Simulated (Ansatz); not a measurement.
A nudged elastic band was laid between two geometries of CH₂AlClF (6 atoms, charge -1, multiplicity 1).

Theory: Ansatz 0.2.0, RKS BLYP-D4/def2-SVP.

```yaml
movable_images: 7
climbing_image: yes
spring: 5.0 eV/Å²
optimiser: quadratic models (default)
start_path: IDPP
force_threshold: 0.03 eV/Å
iteration_limit: 52
end_points: relaxed
```

Initial state:

```xyz
6
Properties=species:S:1:pos:R:3
C -0.176 1.088 0.009
Al 0.210 -0.694 0.073
F 1.457 -1.469 0.963
Cl -0.876 -2.287 -1.011
H 0.389 1.861 0.565
H -1.004 1.501 -0.598
```

Final state:

```xyz
6
Properties=species:S:1:pos:R:3
C -0.167 1.090 -0.003
Al 0.205 -0.695 0.080
F 1.451 -1.471 0.970
Cl -0.882 -2.288 -1.002
H -1.001 1.502 -0.603
H 0.393 1.862 0.559
```

(1) Which bonds break or form, and what moves?

(2) Give the energies along the band, and the barrier.

(3) What is the geometry of the highest image?

(4) What are the harmonic wavenumbers there?

The band took 11 iterations and about 4 core-minutes.

## Answers

(1) No bond is made or broken. The dihedral H6–C1–Al2–Cl4 goes from 0 to 180°. The two ends are copies of one structure, up to a mirror image or an exchange of like atoms.

(2) The forces met the threshold. The highest image is number 4 of 0 to 8, 13.7 kcal/mol above the ends, which have the same energy within 2 meV. A vibrational analysis at the climbing image gives one clearly imaginary mode, 365i cm⁻¹: a first-order saddle point. Limits of this set-up: an anion without diffuse functions, the dipole of an ion depends on the origin.

```tsv
image	path coordinate (Å)	energy (kcal/mol)	dihedral H6–C1–Al2–Cl4 (°)
0	0.00	0.0	0
1	0.46	2.0	-3
2	0.92	6.7	-13
3	1.37	11.6	-31
4	1.83	13.7	-57
5	2.29	11.6	-88
6	2.75	6.7	-118
7	3.21	2.0	-148
8	3.67	0.0	180
```

(3) 
```xyz
6
Properties=species:S:1:pos:R:3:forces:R:3
C 0.245 1.245 -0.049 0.00 0.01 -0.01
Al 0.187 -0.636 0.069 0.01 0.01 0.02
F 1.578 -1.598 0.351 0.00 0.00 -0.01
Cl -1.373 -2.249 -0.051 -0.01 -0.01 0.00
H -0.452 1.680 0.718 0.00 -0.01 0.00
H -0.186 1.557 -1.039 0.00 0.00 0.00
```

(4) 365i, 180, 183, 240, 376, 504, 647, 656, 810, 1289, 2837, 2886 cm⁻¹.

Time of the run: 4.1 min on 1 CPU thread of a shared host.
